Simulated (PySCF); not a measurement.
Compound: BrH5SeSi2.
Numbering: `[SiH3:1][Se:2][SiH2:3][Br:4]` (hydrogens: H5, H6, H7 on Si1; H8, H9 on Si3)

Computed, not measured: EOM-IP-CCSD/aug-cc-pVDZ in PySCF, restricted Hartree–Fock reference, 28 core orbitals frozen, non-relativistic, gas phase, PBE0-D3(BJ)/def2-SVP geometry.

Hartree–Fock orbital energies give these Koopmans values (eV): HOMO 9.79, HOMO-1 11.12, HOMO-2 11.51, HOMO-3 11.90, HOMO-4 12.59, HOMO-5 13.57, HOMO-6 13.83, HOMO-7 14.13.

Problem. What vertical ionisation energies does EOM-IP-CCSD give?

Solution. 
| leading hole (HF orbital) | Koopmans (eV) | EOM-IP-CCSD (eV) | change (eV) | one-hole share |
| --- | --- | --- | --- | --- |
| HOMO | 9.79 | 9.16 | -0.63 | 0.95 |
| HOMO-1 | 11.12 | 10.44 | -0.68 | 0.95 |
| HOMO-2 | 11.51 | 10.75 | -0.76 | 0.95 |
| HOMO-3 | 11.90 | 11.22 | -0.68 | 0.95 |
| HOMO-4 | 12.59 | 11.81 | -0.78 | 0.95 |
| HOMO-5 | 13.57 | 12.69 | -0.88 | 0.94 |
| HOMO-6 | 13.83 | 12.96 | -0.87 | 0.94 |
| HOMO-7 | 14.13 | 13.19 | -0.94 | 0.93 |

Problem. Does the order of the lines follow the orbital energies?

Solution. Yes, no two lines change places. The corrections run from -0.94 to -0.63 eV, with a mean of -0.78 eV over the 8 lines; no line lies above its Koopmans value.

Problem. At what kinetic energies would He I light (21.22 eV) eject these electrons?

Solution. 12.06 eV (HOMO), 10.78 eV (HOMO-1), 10.47 eV (HOMO-2), 10.00 eV (HOMO-3), 9.41 eV (HOMO-4), 8.53 eV (HOMO-5), 8.26 eV (HOMO-6), 8.03 eV (HOMO-7).

One root was sought for each valence orbital with −ε under 21 eV, eight at most, so deeper holes and satellites are missing; no vibrational structure.

Conformer computed: `[SiH3:1][Se:2][SiH2:3][Br:4]`: Si1–Se2–Si3–Br4 -56°.

One conformer stands for the species.
